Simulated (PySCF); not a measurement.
# Computed records: CH3AlClSi, AlBClHN, Al2H3O

All values are calculated (PySCF 2.14.0). Calculation on a computer-drawn molecule: the log of a Hartree-Fock and frozen-core CCSD(T) single point meant for a local Hartree-Fock minimum, with one planted fault or none, to be diagnosed. Offsets are logged minus clean, where the clean run is the same molecule without the fault. The reference is restricted for singlets and unrestricted otherwise, and also for a bond in bohr or an excited solution. Adding or removing an electron swaps singlet and doublet. The excited solution moves the top pair (singlet) or top alpha electron (doublet) to the lowest empty orbital. Highest occupied and lowest empty are orbital energies over both spins, largest force is the largest gradient component, triples share is (T) over the correlation energy, the T1 limit is 0.02 restricted and 0.045 unrestricted, electrons count all cores, a negative frequency is imaginary (commonest isotopes), and the dipole is about the centre of nuclear charge.

Common to all runs: meant charge 1; meant multiplicity 1; meant basis cc-pV(D+d)Z; logged SCF converged yes; logged CC converged yes; logged SCF stable within its kind yes; possible faults no fault, one electron removed, one electron added, multiplicity raised by two, geometry at a saddle point, SCF held on an excited solution, minimal basis STO-3G, one bond length entered in bohr, all coordinates scaled.

(1) 
```xyz
7
formula=CH3AlClSi logged_electrons=52 logged_basis_functions=35 logged_spin_squared=0 logged_highest_occupied=-11.933 logged_lowest_empty=0.1185 logged_largest_force=0.048561 logged_T1_diagnostic=0.017831 logged_D1_diagnostic=0.07296 logged_triples_share=0.026249 logged_dipole_magnitude=7.501 logged_energy_HF=-1018.17445 logged_energy_CCSD(T)=-1018.35292 planted_fault=minimal_basis_STO-3G HF_energy_offset_from_clean_run=7254 CCSD(T)_energy_offset_from_clean_run=7431
Al    -1.7988     0.4360    -0.6056
C     -0.0066     0.6809    -0.3119
Si     1.2807     0.0988    -1.2749
Cl     0.9167    -0.9818    -2.9315
H     -3.3082     0.2285    -0.8551
H      0.2919     1.2567     0.5657
H      2.7033     0.3008    -1.0300
```

Units: logged_highest_occupied, logged_lowest_empty in eV; logged_largest_force in hartree/bohr; logged_dipole_magnitude in debye; logged_energy_HF, logged_energy_CCSD(T) in hartree; HF_energy_offset_from_clean_run, CCSD(T)_energy_offset_from_clean_run in kcal/mol.

Drawn bonds:
| atom | other atom | order |
| --- | --- | --- |
| 1 | 2 | 1 |
| 2 | 3 | 2 |
| 3 | 4 | 1 |
| 1 | 5 | 1 |
| 2 | 6 | 1 |
| 3 | 7 | 1 |

(2) 
```xyz
5
formula=AlBClHN logged_electrons=41 logged_basis_functions=79 logged_spin_squared=0.7629 logged_highest_occupied=-23.656 logged_lowest_empty=-13.353 logged_largest_force=0.14411 logged_T1_diagnostic=0.045437 logged_D1_diagnostic=0.25077 logged_triples_share=0.034601 logged_dipole_magnitude=9.0431 logged_energy_HF=-780.43146 logged_energy_CCSD(T)=-780.84262 planted_fault=one_electron_removed HF_energy_offset_from_clean_run=343.8 CCSD(T)_energy_offset_from_clean_run=367
Al    -0.7368    -2.5637     1.3355
N     -0.6654    -1.0123     0.7100
B     -0.6109     0.1687     0.2338
Cl    -0.5395     1.7096    -0.3878
H     -0.8021    -3.9870     1.9099
```

Units: logged_highest_occupied, logged_lowest_empty in eV; logged_largest_force in hartree/bohr; logged_dipole_magnitude in debye; logged_energy_HF, logged_energy_CCSD(T) in hartree; HF_energy_offset_from_clean_run, CCSD(T)_energy_offset_from_clean_run in kcal/mol.

Drawn bonds:
| atom | other atom | order |
| --- | --- | --- |
| 1 | 2 | 1 |
| 2 | 3 | 2 |
| 3 | 4 | 1 |
| 1 | 5 | 1 |

Notes: T1 above single-reference limit.

(3) 
```xyz
6
formula=Al2H3O logged_electrons=35 logged_basis_functions=75 logged_spin_squared=0.8431 logged_highest_occupied=-22.849 logged_lowest_empty=-13.544 logged_largest_force=0.072835 logged_T1_diagnostic=0.02994 logged_D1_diagnostic=0.099253 logged_triples_share=0.022535 logged_dipole_magnitude=2.3261 logged_energy_HF=-559.75181 logged_energy_CCSD(T)=-560.05394 planted_fault=one_electron_removed HF_energy_offset_from_clean_run=335.2 CCSD(T)_energy_offset_from_clean_run=349.9
Al    -2.6462    -1.4933    -1.1619
O     -1.1510    -1.9604    -0.8011
Al     0.4886    -2.4728    -0.4067
H     -4.0753    -1.0459    -1.5063
H      1.5916    -1.7145    -1.2035
H      0.5525    -3.5959     0.6709
```

Units: logged_highest_occupied, logged_lowest_empty in eV; logged_largest_force in hartree/bohr; logged_dipole_magnitude in debye; logged_energy_HF, logged_energy_CCSD(T) in hartree; HF_energy_offset_from_clean_run, CCSD(T)_energy_offset_from_clean_run in kcal/mol.

Drawn bonds:
| atom | other atom | order |
| --- | --- | --- |
| 1 | 2 | 1 |
| 2 | 3 | 1 |
| 1 | 4 | 1 |
| 3 | 5 | 1 |
| 3 | 6 | 1 |
